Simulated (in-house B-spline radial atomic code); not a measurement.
A calculation on Bi⁷⁺ (with a hole in an inner shell): its settings, and results tabulated from the run. Method: Dirac-Hartree-Fock, average of configuration, Fermi nucleus of rms radius 5.5211 fm. Calculated with an all-electron radial atomic-structure program (B-spline basis).

Command:
```bash
python run_scf.py task.json out
```
Settings (nuclear radius in fm, mass in u):
```
Z                83
configuration    1s1 2s2 2p6 3s2 3p6 3d10 4s2 4p6 4d10 4f14 5s2 5p6 5d9
hamiltonian      dirac
method           hf
spin_polarised   False
nucleus          fermi
rms_radius       5.5211
atomic_mass      208.9804
speed_of_light   137.035999084
```

Output (hartree, bohr):
```
 radial grid: 66 intervals, B-splines of order 8, outer radius 18.8312 bohr

 iter        energy (Eh)    residual
    1      -18194.933006    1.29e+00
    2      -18204.703481    4.40e-01
    3      -18208.303473    9.06e-02
    4      -18208.427304    3.05e-02
    5      -18208.436091    7.07e-03
    6      -18208.437106    3.61e-03
    7      -18208.437239    2.02e-04
    8      -18208.437239    7.80e-06
    9      -18208.437239    9.10e-07
   10      -18208.437239    4.21e-08

 total energy                    -18208.43724
 kinetic                           20954.9020
 electron-nucleus                 -46531.4371
 electron-electron                  7368.0978

 first-order corrections (not in the total)
   Gaunt                            15.2633
   retardation                      -2.0468
   frequency dependence             -0.3304
   self-energy                      13.6555
   Uehling                          -2.8428
   Wichmann-Kroll                    0.1330
   recoil                            0.0302

 orbital      occ     eigenvalue          <r>       <r^2>       <1/r>       r_max    small
 1s1/2      1.000     -3405.9260    0.0157616 0.000345534     103.462    0.009628  1.01e-01
 2s1/2      2.000      -624.2363    0.0651313  0.00509172     25.9762     0.05597  2.39e-02
 2p1/2      2.000      -603.3217     0.053187  0.00355041     25.8792     0.04066  2.38e-02
 2p3/2      4.000      -514.2625    0.0622143  0.00471422     20.4691     0.04847  2.09e-02
 3s1/2      2.000      -156.9165     0.168832   0.0327649     9.53426      0.1569  8.07e-03
 3p1/2      2.000      -146.4677     0.159051   0.0295738      9.4415      0.1456  8.01e-03
 3p3/2      4.000      -126.2156     0.175374    0.035747     8.02776      0.1613  7.16e-03
 3d3/2      4.000      -107.9910     0.152176    0.027189     7.92238       0.125  7.04e-03
 3d5/2      6.000      -103.6832     0.157169   0.0288753     7.60655      0.1293  6.80e-03
 4s1/2      2.000       -40.5199     0.371577    0.155875     4.04221      0.3518  2.78e-03
 4p1/2      2.000       -35.7501     0.371236    0.156821     3.93893      0.3482  2.69e-03
 4p3/2      4.000       -30.6593     0.403961    0.185411     3.47081      0.3789  2.39e-03
 4d3/2      4.000       -22.5462     0.406717    0.190934     3.27658      0.3694  2.18e-03
 4d5/2      6.000       -21.5707     0.417477    0.200938     3.16679       0.379  2.10e-03
 4f5/2      6.000       -10.8767     0.423605    0.212882     2.84347      0.3332  1.74e-03
 4f7/2      8.000       -10.6496     0.429393    0.218617     2.80183      0.3377  1.70e-03
 5s1/2      2.000       -10.4266      0.81891    0.749265     1.68292      0.7612  7.50e-04
 5p1/2      2.000        -8.6245     0.861574    0.833038     1.57963      0.7908  6.78e-04
 5p3/2      4.000        -7.5937     0.936447    0.982905     1.41859      0.8592  5.88e-04
 5d3/2      3.600        -4.8461      1.08753     1.34075     1.20001      0.9627  4.40e-04
 5d5/2      5.400        -4.7015      1.11808     1.41609     1.16118      0.9896  4.17e-04
```

Cost of the run: 1.6 s on 1 thread of Arm Neoverse V1 (shared host).

For the Dirac Hamiltonian the kinetic term is c α·p + (β - 1)c².
